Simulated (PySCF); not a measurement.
# A PySCF run on AsSe

State: ²Π (doublet), unpaired electrons π ↑.

An equivalent input (the run itself took its basis sets from the Basis Set Exchange, started from a PBE0 density and held the occupation σ 9α 9β, πx 5α 5β, πy 6α 5β, δx 2α 2β, δy 2α 2β):

```python
from pyscf import gto, scf, cc
mol = gto.M(atom='As 0 0 0; Se 0 0 2.157', basis={'As': 'cc-pVDZ-PP', 'Se': 'cc-pVDZ-PP'}, ecp={'As': 'cc-pVDZ-PP', 'Se': 'cc-pVDZ-PP'},
            charge=0, spin=1, verbose=4, symmetry='C2v')
mf = scf.UHF(mol)
mf.irrep_nelec = {'A1': (11, 11), 'A2': (2, 2), 'B1': (5, 5), 'B2': (6, 5)}
mf.conv_tol = 1e-9
mf.max_cycle = 60
mf.diis_space = 10
mf.kernel()
mycc = cc.CCSD(mf, frozen=[[0, 1, 2, 3, 4, 5, 6, 7, 44, 45], [0, 1, 2, 3, 4, 5, 6, 7, 44, 45]])
mycc.run(conv_tol=1e-7, conv_tol_normt=1e-5, max_cycle=80, diis_space=8)
et = mycc.ccsd_t()
```

The SCF ended at -703.06275166 hartree. The coupled-cluster part of the log:

```
******** <class 'pyscf.cc.uccsd.UCCSD'> ********
CC2 = 0
CCSD nocc = (16, 15), nmo = (36, 36)
frozen orbitals [[0, 1, 2, 3, 4, 5, 6, 7, 44, 45], [0, 1, 2, 3, 4, 5, 6, 7, 44, 45]]
max_cycle = 80
direct = 0
conv_tol = 1e-07
conv_tol_normt = 1e-05
diis_space = 8
diis_start_cycle = 0
diis_start_energy_diff = 1e+09
Init t2, MP2 energy = -0.236466523651531
Init E_corr(UCCSD) = -0.236466523653607
cycle = 1  E_corr(UCCSD) = -0.240013592478916  dE = -0.00354706883  norm(t1,t2) = 0.109456
cycle = 2  E_corr(UCCSD) = -0.249983715774212  dE = -0.0099701233  norm(t1,t2) = 0.0387531
cycle = 3  E_corr(UCCSD) = -0.250363188096506  dE = -0.000379472322  norm(t1,t2) = 0.0289558
cycle = 4  E_corr(UCCSD) = -0.253185844737721  dE = -0.00282265664  norm(t1,t2) = 0.0172872
cycle = 5  E_corr(UCCSD) = -0.253173100594415  dE = 1.27441433e-05  norm(t1,t2) = 0.00657126
cycle = 6  E_corr(UCCSD) = -0.253003438278912  dE = 0.000169662316  norm(t1,t2) = 0.00313625
cycle = 7  E_corr(UCCSD) = -0.253171310083151  dE = -0.000167871804  norm(t1,t2) = 0.00179541
cycle = 8  E_corr(UCCSD) = -0.253143848455337  dE = 2.74616278e-05  norm(t1,t2) = 0.000654565
cycle = 9  E_corr(UCCSD) = -0.253153789811655  dE = -9.94135632e-06  norm(t1,t2) = 0.000275048
cycle = 10  E_corr(UCCSD) = -0.253156032256979  dE = -2.24244532e-06  norm(t1,t2) = 0.000131534
cycle = 11  E_corr(UCCSD) = -0.253155825236765  dE = 2.07020214e-07  norm(t1,t2) = 5.69656e-05
cycle = 12  E_corr(UCCSD) = -0.253155524593679  dE = 3.00643085e-07  norm(t1,t2) = 1.97016e-05
cycle = 13  E_corr(UCCSD) = -0.253155617043739  dE = -9.24500593e-08  norm(t1,t2) = 6.59028e-06
UCCSD converged
E(UCCSD) = -703.3159072763025  E_corr = -0.2531556170437385
UCCSD(T) correction = -0.0127708794750275
```

T1 diagnostic 0.022, D1 0.128, 31 electrons correlated, 2 of the virtual orbitals (those above 20 hartree) left out.

A point of this curve took 7.9 CPU seconds beside 0.38 for the integrals, on Arm Neoverse V2 (shared host).

Correlated steps freeze 8 core orbitals. Spin–orbit coupling is left out. The state was picked by a PBE0 search and need not be the measured ground state.
